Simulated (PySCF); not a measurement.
Vertical excitations of a molecule C₄H₇FSi from TDA-PBE/def2-SVPD (PySCF 2.14.0), as energy in eV (oscillator strength): 4.96 (0.004), 5.80 (0.004), 6.20 (0.023), 6.41 (0.023), 6.55 (0.013), 6.67 (0.009), 6.88 (0.006), 6.93 (0.016), 7.12 (0.012), 7.18 (0.086). Lowest triplet (TDA): 4.29 eV. Geometry optimised at TPSSh-D3(BJ)/def2-SVP. The values are those of a single conformer.

### Question
Identify the compound among the candidates.
A) FC1=C([SiH3])CC1
B) C[Si@H]1C=C[C@H]1F
C) C#C[C@H](F)[SiH2]C
D) C#C[C@@H](C)[SiH2]F

### Answer
B, C[Si@H]1C=C[C@H]1F
